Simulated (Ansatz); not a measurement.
# Pulling the pair apart

The pair of Li⁺ (SMILES [Li+], atom 1) and Br⁻ (SMILES [Br-], atom 2), both closed shells, in one local arrangement (a lower one may exist), relaxed at PBE0-D4/def2-TZVP:

Li1  (0.000, 0.000, -1.086)
Br2  (0.000, 0.000, 1.086)
(Å)

Br⁻ is shifted rigidly along the line between the mean atom positions of the two fragments (negative: closer). Counterpoise interaction energies in kcal/mol. Program: Ansatz 0.2.0. Basis: def2-TZVPPD. Cores are frozen in the correlated methods. Filled d shells of the heavier atoms are correlated. The outer core shell of Li, Na, Mg and K is correlated. The def2 sets are not built for correlating such inner shells, so the correlated values are less sure here.

| shift (Å) | MP2 | wB97M-V | r2SCAN-D4 |
| --- | --- | --- | --- |
| -0.22 | -136.61 | -139.72 | -138.00 |
| -0.11 | -141.65 | -144.28 | -142.72 |
| 0.00 | -143.42 | -145.70 | -144.27 |
| 0.11 | -142.99 | -145.01 | -143.68 |
| 0.26 | -140.05 | -141.83 | -140.61 |
| 0.54 | -131.07 | -132.59 | -131.54 |
| 1.09 | -111.59 | -112.87 | -112.34 |
| 2.17 | -81.60 | -82.61 | -83.31 |

Problem. What does CCSD(T) give at these shifts? (To be estimated.)

Solution. Computed: -136.71, -141.77, -143.56, -143.16, -140.25, -131.32, -111.89, -81.82 kcal/mol. For zero shift, CCSD(T) at an estimated basis limit (MP2 extrapolated from triple and quadruple zeta, plus CCSD(T) − MP2 in triple zeta) gives -146.05 kcal/mol. These are counterpoise interaction energies, counted from the two frozen fragments.

No T1 diagnostic of these runs exceeds 0.011.

For scale, one of the runs: CCSD(T)/def2-TZVPPD, 79 basis functions, launched by `ansatz run in.yaml --threads 2 --pin off --events-out ev --progress --plain --max-ram 5222MiB`. Hardware: 2 CPU threads of an Arm Neoverse V2, shared host. Wall time about 0.8 s.
